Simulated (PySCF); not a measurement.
**Simulated characterisation data**

[PySCF 2.14: shieldings: GIAO PBE0/pcSseg-1; geometry: GFN2-xTB; equivalent nuclei averaged; a single conformation; no relativistic terms; no solvent model]

References, each an isolated molecule treated in the same way: 1H and 13C against TMS. Where no couplings were computed, multiplicities follow the n + 1 count of equivalent neighbours, and m marks all less simple cases (inequivalent or close neighbours, rings, F or P nearby). Shifts are as computed. Against solution values, carbons near 30 ppm lie about +3 ppm off and those near 130 ppm about +5 ppm; carbons on Cl a further +6 ppm. Of 1211 compounds with measured shifts, 218 miss one by over three times the rms of a fit or turn the order of signals round; such compounds aren't used in these exercises. Carbons bonded to Cl come out too deshielded.

Compound 1 (C7H10O). 1H NMR (600 MHz, computed): δ 1.99 (m, 2H), 1.11 (m, 4H), 0.85 (m, 4H). 13C{1H} NMR (computed): δ 217.7, 24.7, 14.6. Structure: `C1C(C(=O)C2CC2)C1`.

Compound 2 (C5H7ClO). 1H NMR (600 MHz, computed): δ 6.34 (m, 1H), 5.56 (m, 1H), 5.49 (m, 1H), 4.62 (d, 2H), 4.56 (br s, 1H), 4.39 (br s, 1H). 13C{1H} NMR (computed): δ 158.8, 143.1, 123.3, 90.4, 75.8. Structure: `C=CCOC(=C)Cl`.
